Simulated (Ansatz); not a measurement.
GeMe2H2 (C₂H₈Ge), 11 atoms. Hardware: 2 threads of Intel Xeon 6975P-C on a shared host.

Correlated methods freeze 11 core orbitals; core or outer-core shells of Ge are correlated, in sets that lack core-valence functions.

Question: How many basis functions does each of these Ansatz runs have, and roughly what does it cost? PBE0-D4/def2-SVP, charge 0 singlet, energy, from earlier orbitals; B2PLYP/def2-TZVP, charge 0 singlet, energy, from earlier orbitals; PBE-D4/def2-SVP, charge 0 singlet, energy, from earlier orbitals; RPA@PBE/def2-TZVP, charge 0 singlet, energy, from earlier orbitals; B3LYP-D4/def2-SVP, charge 0 singlet, relaxation, 4 steps; PBE-D4/def2-TZVP, charge 0 singlet, energy and forces, from earlier orbitals; PBE0-D4/def2-SVP, charge 0 singlet, energy with a search over starts; HF/STO-3G, charge 0 singlet, energy; LC-ωPBE/def2-TZVP, charge 0 singlet, energy, from earlier orbitals; r2SCAN-D4/def2-TZVP, charge 0 singlet, energy, from earlier orbitals; HF/def2-TZVP, charge 0 singlet, energy, from earlier orbitals; CCSD(T)/def2-TZVP, charge 0 singlet, energy, from earlier orbitals.

Answer: Other jobs shared the machine, so times can vary by a factor of up to 3. A dash marks memory too small to be measured apart from the calling script's.

```tsv
run	functions	fitting or Cholesky vectors	wall time	peak host memory (GiB)
HF/STO-3G, charge 0 singlet, energy	36	428	0.15 s	–
PBE-D4/def2-SVP, charge 0 singlet, energy, from earlier orbitals	100	1131	0.6 s	–
PBE0-D4/def2-SVP, charge 0 singlet, energy, from earlier orbitals	100	1170	0.75 s	–
HF/def2-TZVP, charge 0 singlet, energy, from earlier orbitals	158	1283	0.8 s	–
PBE0-D4/def2-SVP, charge 0 singlet, energy with a search over starts	100	1170	1.1 s	–
PBE-D4/def2-TZVP, charge 0 singlet, energy and forces, from earlier orbitals	158	1070	1.4 s	–
LC-ωPBE/def2-TZVP, charge 0 singlet, energy, from earlier orbitals	158	1070	1.4 s	–
r2SCAN-D4/def2-TZVP, charge 0 singlet, energy, from earlier orbitals	158	1070	1.9 s	–
RPA@PBE/def2-TZVP, charge 0 singlet, energy, from earlier orbitals	158	1115	2.1 s	–
B2PLYP/def2-TZVP, charge 0 singlet, energy, from earlier orbitals	158	1115	2.3 s	–
B3LYP-D4/def2-SVP, charge 0 singlet, relaxation, 4 steps	100	1100	6.5 s	–
CCSD(T)/def2-TZVP, charge 0 singlet, energy, from earlier orbitals	158	1115	12 s	1.3
```
